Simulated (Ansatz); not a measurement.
Ansatz (an electronic-structure program) input (PBE/def2-TZVP):

Ansatz 0.2 input:
```yaml
crystal:
  periodic: [false, false, false]
  atoms:
    - {symbol: Al, position_ang: [0.51373138, -0.10586590, 0.27596507]}
    - {symbol: C, position_ang: [-0.06661567, 1.32950840, -0.95262906]}
    - {symbol: H, position_ang: [-0.92803417, 1.84076126, -0.51366780]}
    - {symbol: H, position_ang: [-0.38376505, 0.87718242, -1.89651772]}
    - {symbol: H, position_ang: [0.71765315, 2.05903835, -1.15229376]}
    - {symbol: F, position_ang: [-0.63162976, -1.26419730, 0.63230086]}
basis:
  gaussian:
    orbitals: def2-TZVP
hamiltonian:
  xc: {name: PBE}
magnetization: {spin_polarized: true, initial_magnetization: 1}
relax: {f_tol: 0.003, max_steps: 100}
```

End of the output:

```
relax step   4: F+E_penalty+E_count = -10394.81343229 eV  Δ(F+E_penalty+E_count) = -1.437e-5 eV  max|allowed force component| = 1.218e-3 eV/Å  Δτ_max = 0.0007 Å  (22 SCF iters, accepted)
integrals: 0.03 GiB planned
727 factors; their error is unknown
mean field: 0.35 GiB planned
mean field -10394.81343229 eV, -382.0023477792 hartree, gradient 4.5e-5 eV, S^2 0.751759; 1 other end points of the search recorded, 0 dependent functions left out
the calculation of the forces begins
reference -10394.81347092 eV, -382.0023491985 hartree; 16, 15 occupied and 101, 102 virtual orbitals, 727 factors
Total energy: -10394.81347092 eV, -382.0023491985 hartree
Atom 0 at     0.514276    -0.107203     0.277111 Å, force     0.000848     0.001125    -0.000450 eV/Å
Atom 1 at    -0.067066     1.332599    -0.954960 Å, force    -0.001218    -0.000707     0.000013 eV/Å
Atom 2 at    -0.934029     1.848776    -0.513181 Å, force     0.000530    -0.000088     0.000314 eV/Å
Atom 3 at    -0.385715     0.878035    -1.906310 Å, force     0.000551    -0.000125     0.000260 eV/Å
Atom 4 at     0.726331     2.064611    -1.152761 Å, force     0.000181     0.000280    -0.000124 eV/Å
Atom 5 at    -0.632457    -1.280390     0.643259 Å, force    -0.000892    -0.000485    -0.000013 eV/Å
Dipole moment:     0.186620     0.316315    -0.146959 e Å
```

It need not be the lowest isomer of its formula.
